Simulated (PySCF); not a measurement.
C$_{2}$H$_{2}$N$_{3}$ (SMILES C1=NC=N[N]1), doublet (typed; the unrestricted solution is spin-contaminated), geometry from GFN2-xTB; HF/3-21G run with PySCF.

Here is a job for PySCF.
```python
from pyscf import gto, scf

mol = gto.Mole()
mol.atom = '''
    C     1.06191601    0.26909274   -0.16182767
    N     0.07385448    1.12622018    0.12001788
    C    -1.02040177    0.36396522    0.22929074
    N    -0.69854780   -0.89508532    0.02134015
    N     0.57734117   -0.95321610   -0.21830804
    H     2.08494429    0.53499496   -0.31693930
    H    -2.00256471    0.72122596    0.45081097
'''
mol.basis = '3-21g'
mol.spin = 1
mol.verbose = 4
mol.build()

mf = scf.UHF(mol)
mf.kernel()
```

Write the output that PySCF gives for this input, abridged.


```
PySCF version 2.14.0

[INPUT] verbose = 4
[INPUT] num. atoms = 7
[INPUT] num. electrons = 35
[INPUT] charge = 0
[INPUT] spin (= nelec alpha-beta = 2S) = 1
[INPUT] symmetry False subgroup None
[INPUT] Mole.unit = angstrom
[INPUT] Symbol           X                Y                Z      unit          X                Y                Z       unit  Magmom
[INPUT]  1 C      1.061916010000   0.269092740000  -0.161827670000 AA    2.006730426191   0.508511580709  -0.305809975676 Bohr   0.0
[INPUT]  2 N      0.073854480000   1.126220180000   0.120017880000 AA    0.139564740272   2.128247696158   0.226800923251 Bohr   0.0
[INPUT]  3 C     -1.020401770000   0.363965220000   0.229290740000 AA   -1.928279882321   0.687794584667   0.433296701499 Bohr   0.0
[INPUT]  4 N     -0.698547800000  -0.895085320000   0.021340150000 AA   -1.320064026917  -1.691466112919   0.040327038957 Bohr   0.0
[INPUT]  5 N      0.577341170000  -0.953216100000  -0.218308040000 AA    1.091016691736  -1.801317366526  -0.412542406391 Bohr   0.0
[INPUT]  6 H      2.084944290000   0.534994960000  -0.316939300000 AA    3.939973693076   1.010993952423  -0.598928475111 Bohr   0.0
[INPUT]  7 H     -2.002564710000   0.721225960000   0.450810970000 AA   -3.784298848619   1.362919538327   0.851909267250 Bohr   0.0

nuclear repulsion = 158.244599285669
number of shells = 29
number of NR pGTOs = 81
number of NR cGTOs = 49
basis = 3-21g
ecp = {}

******** <class 'pyscf.scf.uhf.UHF'> ********
method = UHF
initial guess = minao
damping factor = 0
level_shift factor = 0
DIIS = <class 'pyscf.scf.diis.CDIIS'>
diis_start_cycle = 1
diis_space = 8
diis_damp = 0
SCF conv_tol = 1e-09
SCF conv_tol_grad = None
SCF max_cycles = 50
direct_scf = True
direct_scf_tol = 1e-13
number electrons alpha = 18  beta = 17
Set gradient conv threshold to 3.16228e-05
init E= -240.310114734664

cycle= 1 E= -238.641966848924  delta_E= 1.67  |g|= 0.385  |ddm|= 2.25
cycle= 2 E= -238.720851717749  delta_E= -0.0789  |g|= 0.162  |ddm|= 0.563
cycle= 3 E= -238.733192852153  delta_E= -0.0123  |g|= 0.0487  |ddm|= 0.166
cycle= 4 E= -238.736088524165  delta_E= -0.0029  |g|= 0.0279  |ddm|= 0.089
cycle= 5 E= -238.737651217682  delta_E= -0.00156  |g|= 0.0198  |ddm|= 0.0535
cycle= 6 E= -238.73916967508  delta_E= -0.00152  |g|= 0.0123  |ddm|= 0.0695
cycle= 7 E= -238.73996470845  delta_E= -0.000795  |g|= 0.00395  |ddm|= 0.0746
cycle= 8 E= -238.740027243917  delta_E= -6.25e-05  |g|= 0.00121  |ddm|= 0.0229
cycle= 9 E= -238.740031562453  delta_E= -4.32e-06  |g|= 0.000415  |ddm|= 0.00494
cycle= 10 E= -238.740031965229  delta_E= -4.03e-07  |g|= 0.0001  |ddm|= 0.0015
cycle= 11 E= -238.740031984548  delta_E= -1.93e-08  |g|= 2.16e-05  |ddm|= 0.000362
cycle= 12 E= -238.740031985266  delta_E= -7.17e-10  |g|= 7.2e-06  |ddm|= 6.57e-05
Extra cycle  E= -238.740031985326  delta_E= -6.05e-11  |g|= 4.1e-06  |ddm|= 1.37e-05
converged SCF energy = -238.740031985326  <S^2> = 0.86359954  2S+1 = 2.1105445
```
